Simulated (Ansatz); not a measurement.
Reaction (cleavage of the B–Al bond): `C[BH][AlH2]` + `O=C(O)O` → `CBOC(=O)O` + `[AlH3]`

Calculated with Ansatz (gas phase, PBE0-D4/def2-TZVP geometries, no zero-point term in ΔE). CCSD(T)/CBS adds triple-zeta CCSD(T) − MP2 to the extrapolated MP2 energy (def2 sets, frozen cores). This one scheme is used for every species. DFT in def2-TZVPP. Each species was taken in one conformer, which may not be the lowest.

CCSD(T)/CBS gives -151.1 kJ/mol.

Task: Another level gave -150.5 kJ/mol. Which?
A. HF/def2-TZVPP
B. ωB97X-V/def2-TZVPP
C. PBE0/def2-TZVPP
D. SCS-MP2/def2-TZVPP

Result: B. ωB97X-V -150.5, PBE0 -139.3, HF/def2-TZVPP -162.7, SCS-MP2/def2-TZVPP -158.2 kJ/mol.

Largest T1 diagnostic among the species: 0.014.

In def2-TZVPP, CCSD(T) changes the Hartree–Fock value by +10.2 kJ/mol (the triples alone add −0.2 kJ/mol) and MP2 by +4.7 kJ/mol. From PBE to PBE0 (25 % exact exchange), in def2-TZVPP and without D4, ΔE moves by −3.9 kJ/mol.
